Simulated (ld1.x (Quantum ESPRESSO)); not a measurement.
# zirconium (Zr), TM: configuration errors across variants

ld1.x (Quantum ESPRESSO) 7.5 input, shortened:

```
&input
   title='Zr', zed=40., rel=2, dft='PBESOL', iswitch=3,
   config='[Kr] 4d2 5s1.5 5p0.5', rel_dist='average'
 /
 &inputp
   pseudotype=2, tm=.true., lloc=1,
   nlcc=.false.
 /
3
4S  1  0   2.00   0.00  1.10  1.10  0.0
4D  3  2   2.00   0.00  1.80  1.80  0.0
4P  2  1   6.00   0.00  2.15  2.15  0.0
 &test
   configts(1)='4s2 4p6 4d2 5s1.5 5p0.5'
 /
```

Open shells are filled in proportion to 2j + 1 (rel_dist='average').

Occupied shells without a wave of their own: 5p, 5s. They enter only through the test configuration that unscreens the potential.

All-electron excitation energies from the reference (eV): (1) 4s2 4p6 4d2 5s2 5p0 -1.520; (2) 4s2 4p6 4d2 5s1 5p0 5.651; (3) 4s2 4p6 4d2 5s0 5p0 18.560; (4) 4s2 4p5 4d2 5s2 5p0 36.478; (5) 4s2 4p6 4d1 5s0 5p0 41.142; (6) 4s2 4p6 4d2 5s0 5p2 4.741; (7) 4s2 4p6 4d2 5s0 5p1 9.393.

For the base: The 5p, 5s levels have no wave, so the channel is fitted at the deeper level alone: the likely source of the large errors.

The file “base” misses its own reference levels by 1.2 eV. The file “wave 4d (bound): rc 1.80 bohr becomes 4d (bound): rc 1.22 bohr” misses its own reference levels by 1.2 eV. The file “wave 4d (bound): rc 1.80 bohr becomes 4d (bound): rc 1.36 bohr” misses its own reference levels by 1.2 eV. The file “wave 4d (bound): rc 1.80 bohr becomes 4d (bound): rc 1.60 bohr” misses its own reference levels by 1.2 eV. The file “wave 4d (bound): rc 1.80 bohr becomes 4d (bound): rc 1.76 bohr” misses its own reference levels by 1.2 eV. The file “wave 4d (bound): rc 1.80 bohr becomes 4d (bound): rc 1.98 bohr” misses its own reference levels by 1.2 eV. The file “wave 4d (bound): rc 1.80 bohr becomes 4d (bound): rc 2.12 bohr” misses its own reference levels by 1.2 eV. The file “wave 4d (bound): rc 1.80 bohr becomes 4d (bound): rc 2.30 bohr” misses its own reference levels by 1.2 eV. The file “wave 4d (bound): rc 1.80 bohr becomes 4d (bound): rc 2.50 bohr” misses its own reference levels by 1.2 eV.

Errors AE − PS in meV (a dash: test not solved or not reliable):

```tsv
change	(1)	(2)	(3)	(4)	(5)	(6)	(7)	bound ghosts
base	+28	-142	-396	+22	-558	-76	-186	not determined
wave 4d (bound): rc 1.80 bohr becomes 4d (bound): rc 1.22 bohr	+28	-142	-396	+28	-557	-76	-186	not determined
wave 4d (bound): rc 1.80 bohr becomes 4d (bound): rc 1.36 bohr	+28	-142	-396	+26	-557	-76	-186	not determined
wave 4d (bound): rc 1.80 bohr becomes 4d (bound): rc 1.60 bohr	+28	-142	-396	+24	-558	-76	-186	not determined
wave 4d (bound): rc 1.80 bohr becomes 4d (bound): rc 1.76 bohr	+28	-142	-396	+23	-558	-76	-186	not determined
wave 4d (bound): rc 1.80 bohr becomes 4d (bound): rc 1.98 bohr	+28	-142	-396	+20	-558	-76	-186	not determined
wave 4d (bound): rc 1.80 bohr becomes 4d (bound): rc 2.12 bohr	+28	-142	-396	+17	-558	-76	-186	not determined
wave 4d (bound): rc 1.80 bohr becomes 4d (bound): rc 2.30 bohr	+28	-142	-396	+11	-558	-76	-185	not determined
wave 4d (bound): rc 1.80 bohr becomes 4d (bound): rc 2.50 bohr	+28	-142	-396	+0.7	-557	-76	-185	not determined
```

Q: Give the same row for: wave 4d (bound): rc 1.80 bohr becomes 4d (bound): rc 2.72 bohr.

A: +28, -142, -396, -20, -553, -76, -185; bound ghosts: not determined.
